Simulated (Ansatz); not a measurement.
Input for Ansatz (a quantum-chemistry and plane-wave program): R-CCSD(T)/cc-pVTZ on C2H7B (SMILES BCC), a point of a torsion scan.

Ansatz 0.2 input:
```yaml
crystal:
  periodic: [false, false, false]
  atoms:
    - {symbol: B, position_ang: [1.46102965, 0.20011670, -0.17015373]}
    - {symbol: C, position_ang: [0.11724724, -0.33057011, 0.43436757]}
    - {symbol: C, position_ang: [-1.20036563, 0.09788693, -0.23452644]}
    - {symbol: H, position_ang: [2.46838931, -0.12491626, 0.32893833]}
    - {symbol: H, position_ang: [1.48224494, 0.90851826, -1.10016018]}
    - {symbol: H, position_ang: [0.09352868, -0.04988199, 1.49268821]}
    - {symbol: H, position_ang: [0.16925747, -1.42395133, 0.46402414]}
    - {symbol: H, position_ang: [-1.75855256, -0.76420450, -0.59268863]}
    - {symbol: H, position_ang: [-1.83855909, 0.63706285, 0.46194440]}
    - {symbol: H, position_ang: [-1.01519234, 0.74869162, -1.08507694]}
basis:
  gaussian:
    orbitals: cc-pVTZ
magnetization: {spin_polarized: false}
correlation: {method: ccsd_t, electrons: outside_noble_gas}
scf: {lower_state_search: off}
```

**Question.** Give the final energy of this run.

**Answer.** -105.0279 hartree (reference determinant -104.5064, T1 diagnostic 0.009).

**Question.** How many basis functions does it have, and what does it roughly cost on one machine?

**Answer.** 188 functions; around 40 core-seconds (rough).
